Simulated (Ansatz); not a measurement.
Consider the atomization: `FC(F)(F)C1=CC(C(F)(F)F)=[O+][B-](Cl)(Cl)O1` → B• + 5 C• + 2 Cl• + 6 F• + H• + 2 O•.

Computed with Ansatz on PBE0-D4/def2-TZVP structures; ΔE is electronic, products minus reactants. CCSD(T)/CBS adds triple-zeta CCSD(T) − MP2 to the extrapolated MP2 energy (def2 sets, frozen cores). This one scheme is used for every species, atoms too. DFT in def2-TZVPP. No spin–orbit coupling; open shells (•) take unrestricted orbitals. Spin–orbit coupling would lower the free atoms: a little for B, C, Cl, F, O.

```csv
level,ΔE (kcal/mol)
revPBE-D4,1870.8
CCSD(T)/def2-TZVPP,1780.4
```

**Question.** What does CCSD(T)/CBS give? (Estimate.)

**Answer.** Ansatz gave: +1833.4 kcal/mol. The listed levels differ from it by 37.4, -53.0 kcal/mol.

Largest T1 diagnostic among the species: 0.015.

In def2-TZVPP, CCSD(T) changes the Hartree–Fock value by +535.1 kcal/mol (the triples alone add +50.3 kcal/mol) and MP2 by +637.8 kcal/mol; breaking electron pairs costs correlation energy, which Hartree–Fock lacks. From PBE to PBE0 (25 % exact exchange), in def2-TZVPP and without D4, ΔE moves by −76.2 kcal/mol: exact exchange takes away binding that semilocal exchange gives to molecules.

For atomizations the MP2-based limit and the directly extrapolated one differ by several kJ/mol either way, and by 10 to 25 for some Ge, Se and Sn compounds, so smaller differences from it don't rank the levels.
